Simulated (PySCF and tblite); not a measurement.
Results of a calculation; reference values are marked as such.
C₈H₁₁NO, numbered as in [CH3:1][CH2:2][C@@:3]12[CH2:4][CH2:5][C@H:6]([C:7]#[N:8])[C@@H:9]1[O:10]2.

The ensemble was built from 90 distance-geometry starts (ETKDG and KDG, MMFF94s, GFN2-xTB) and rests on GFN2-xTB geometries. Energies: B3LYP-D3(BJ)/def2-SVP (IEF-PCM, acetonitrile), with GFN2-xTB thermal terms (modes under about 100 cm⁻¹ blended into free rotors). Symmetry numbers and mirror images are counted. Conformers within 2.5 kcal/mol (GFN2-xTB free energy) were kept, 3 at most. Couplings: B3LYP/6-31G* with pcJ-1 on H (gas phase; spin-dipole term only for pairs with B, N, F, Si or P). Couplings are for ¹H. H–H couplings come out 0.1 to 0.9 Hz lower than with pcJ-1 on all atoms. Of two unlike H on one atom, a is the less shielded (wB97X-D/pcSseg-1 (IEF-PCM, acetonitrile)). (PySCF 2.14, tblite 0.8.)

Torsions listed: C1–C2–C3–O10. The 5-ring runs over atoms 3–4–5–6–9.

| conformer | shape | weight % |
| --- | --- | --- |
| 1 | 5-ring envelope (ring torsions -30, 31, -20, 1, 18°); 39° | 42.3 |
| 2 | 5-ring envelope (ring torsions -30, 31, -20, 1, 18°); -80° | 31.2 |
| 3 | 5-ring envelope (ring torsions -30, 31, -20, 2, 18°); 144° | 26.5 |

Dihedral angles along the coupling paths:

| coupling | conformer | dihedral (°) |
| --- | --- | --- |
| ³J(H4a,H5a) | 1 | 86 |
| ³J(H4a,H5a) | 2 | 87 |
| ³J(H4a,H5a) | 3 | 87 |
| ³J(H4a,H5b) | 1 | -35 |
| ³J(H4a,H5b) | 2 | -34 |
| ³J(H4a,H5b) | 3 | -34 |
| ³J(H4b,H5a) | 1 | -35 |
| ³J(H4b,H5a) | 2 | -35 |
| ³J(H4b,H5a) | 3 | -35 |
| ³J(H4b,H5b) | 1 | -157 |
| ³J(H4b,H5b) | 2 | -156 |
| ³J(H4b,H5b) | 3 | -156 |
| ³J(H5a,H6) | 1 | 37 |
| ³J(H5a,H6) | 2 | 37 |

What are these vicinal couplings in each conformer, and averaged?


```tsv
coupling	conformer	dihedral (°)	J (Hz)	average (Hz)
³J(H4a,H5a)	1	86	0.3	0.3
³J(H4a,H5a)	2	87	0.3	0.3
³J(H4a,H5a)	3	87	0.3	0.3
³J(H4a,H5b)	1	-35	9.0	9.1
³J(H4a,H5b)	2	-34	9.1	9.1
³J(H4a,H5b)	3	-34	9.1	9.1
³J(H4b,H5a)	1	-35	8.7	8.8
³J(H4b,H5a)	2	-35	8.7	8.8
³J(H4b,H5a)	3	-35	8.9	8.8
³J(H4b,H5b)	1	-157	11.1	11.0
³J(H4b,H5b)	2	-156	11.0	11.0
³J(H4b,H5b)	3	-156	10.8	11.0
³J(H5a,H6)	1	37	8.7	8.7
³J(H5a,H6)	2	37	8.8	8.7
```

For its torsions the set is small; conformers may be missing.
